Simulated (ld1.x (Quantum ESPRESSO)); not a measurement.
**Configuration tests for Li (TM)**

```json
{
 "Element": "lithium",
 "Generator": "ld1.x (Quantum ESPRESSO) 7.5",
 "Type": "norm-conserving Troullier–Martins (Kleinman–Bylander form)",
 "Functional": "PBE",
 "Relativity": "scalar-relativistic",
 "Frozen core": "none",
 "Valence charge": "3",
 "Reference configuration": "1s2 2s1 2p0",
 "Partial waves": "1s (bound): rc 0.60 bohr; 2p (bound, empty): rc 4.20 bohr; 3d channel at -0.1 Ry: rc 3.65 bohr",
 "Local potential": "the d channel",
 "Core correction": "none"
}
```

Occupied shells without a wave of their own: 2s. They enter only through the test configuration that unscreens the potential.

Energies are relative to the spin-unpolarised reference configuration 1s2 2s1 2p0; without spin polarisation the order of configurations can differ from experiment.

```csv
valence configuration,charge,ΔE all-electron (eV),error AE − PS (meV)
1s2 2s0.5 2p0,+0.5,2.049,+129
1s1 2s1 2p0,+1,68.408,-480
```

(1) What are ΔE and the potential's error for 1s2 2s0 2p0?

(2) What are ΔE and the potential's error for 1s2 2s0 2p1?

Levels in the configuration 1s2 2s0.5 2p0:

```
level  all-electron (eV)  pseudo (eV)
   1s            -55.759      -55.543
   2s             -5.343       -5.017
```

Results:

(1) ΔE = 5.297 eV all-electron; the error (AE − PS) is +344 meV.

(2) ΔE = 1.787 eV all-electron; the error (AE − PS) is +207 meV.

The 2s level has no wave, so the channel is fitted at the deeper level alone: the likely source of the large errors.
